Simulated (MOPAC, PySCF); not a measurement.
H3GaS3, SMILES `[SH][Ga]([SH])[SH]`, neutral singlet in the gas phase. 

Cartesian coordinates (Å):
```xyz
7

S      2.3954     0.1842    -0.7120
Ga     0.2806    -0.0855    -0.1988
S     -0.5928     1.1176     1.4207
S     -0.8545    -1.5671    -1.3548
H      2.5856     1.1256     0.2276
H     -1.8148     0.5727     1.3053
H     -1.9994    -1.3475    -0.6881
```
Charge 0, spin multiplicity 1.

All levels are single points at this geometry (PBE0-D3(BJ)/def2-TZVP); Pople sets use spherical d functions. Orbital energies aren't observables, and empty levels follow the basis.

```tsv
level	HOMO (eV)	LUMO (eV)	gap (eV)	dipole (D)	vertical IE, Delta-SCF (eV)
B3LYP-D3(BJ)/def2-TZVP in PySCF	-7.40	-1.24	6.16	1.47	9.44
M06-2X/def2-TZVP in PySCF	-8.84	-0.20	8.64	1.53	9.91
B3LYP/3-21G in PySCF	-7.53	-1.44	6.09	2.36	–
B3LYP/6-31G* in PySCF	-7.32	-1.28	6.04	1.84	9.42
B3LYP/LANL2DZ in PySCF	-7.59	-1.36	6.23	2.40	–
M06-2X/6-31G* in PySCF	-8.77	-0.18	8.59	1.91	–
PBE/6-31G* in PySCF	-6.38	-1.90	4.48	1.87	–
SVWN5/6-31G* in PySCF	-6.47	-2.12	4.35	1.95	–
HF/3-21G in PySCF	-10.78	1.69	12.47	2.60	–
HF/6-31G* in PySCF	-10.45	2.03	12.48	1.98	9.04
HF/STO-3G in PySCF	-6.94	5.54	12.48	1.42	–
AM1 in MOPAC	-9.89	-2.54	7.35	2.29	–
PM6 in MOPAC	-9.54	-1.42	8.12	1.59	–
```
